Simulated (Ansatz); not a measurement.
BrHInS (`[SH][In][Br]`) radical. The species carries charge 0 and has multiplicity 2. In: def2 effective core potential. Geometry: relaxed with PBE0-D4/def2-TZVP. It is one conformer, not always the lowest.

```xyz
4

S    -0.508    0.761    1.182
In    0.062   -0.726   -0.654
Br    1.925    0.017   -2.156
H    -1.479   -0.052    1.629
```

Q: What is the dipole moment at B3LYP/def2-TZVPP? (Best estimate.)

A: The calculation gave: 3.00 D, with components (-2.13, -1.93, 0.85) D in this frame, pointing from negative to positive charge.

Q: And with PBE, r2SCAN, ωB97M-V? (Estimate.)

A: Computed: PBE 2.81 D, r2SCAN 2.98 D, ωB97M-V 3.06 D.

Q: Give the Mulliken charges with B3LYP, r2SCAN, ωB97M-V in def2-TZVPP. (An estimate is asked.)

A: The calculation gave: 
```tsv
atom	B3LYP	r2SCAN	ωB97M-V
S1	-0.32	-0.33	-0.31
In2	0.56	0.57	0.53
Br3	-0.35	-0.36	-0.34
H4	0.11	0.12	0.12
```

B3LYP here is the variant with VWN-RPA as its local correlation; programs differ in this.
